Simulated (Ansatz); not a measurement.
Consider the hydrogen abstraction from a Ge–H bond: `[Cl][GeH3]` + `[SiH3]`• → `[Cl][GeH2]`• + SiH₄.

Program: Ansatz. Geometries: PBE0-D4/def2-TZVP. ΔE: electronic, gas phase. CBS: MP2 limit from def2 TZ/QZ plus the TZ coupled-cluster correction, frozen cores. This one scheme is used for every species. No spin–orbit coupling; open shells (•) take unrestricted orbitals. For Ge outer-core shells are correlated without core-valence functions, which leaves a few kJ/mol of doubt a bond. Scalar relativity is left out up to krypton.

| species | CCSD(T)/CBS(def2) energy (Eh) |
| --- | --- |
| `[Cl][GeH3]` | -2537.71925 |
| `[SiH3]`• | -290.80808 |
| `[Cl][GeH2]`• | -2537.07484 |
| SiH₄ | -291.46306 |

Task: Work out ΔE.

Result: ΔE = (-2537.07484) + (-291.46306) − (-2537.71925) − (-290.80808) = -0.01057 Eh = -27.8 kJ/mol.

Largest T1 diagnostic among the species: 0.015.

From BLYP to BHLYP (50 % exact exchange), in def2-TZVPP and without D4, ΔE moves by +6.1 kJ/mol. Leaving LDA and LC-ωPBE aside and taking each functional with its dispersion term where it has one, the values, not all of them listed here, spread over 13.5 kJ/mol, from BLYP-D4 to PBE-QIDH.
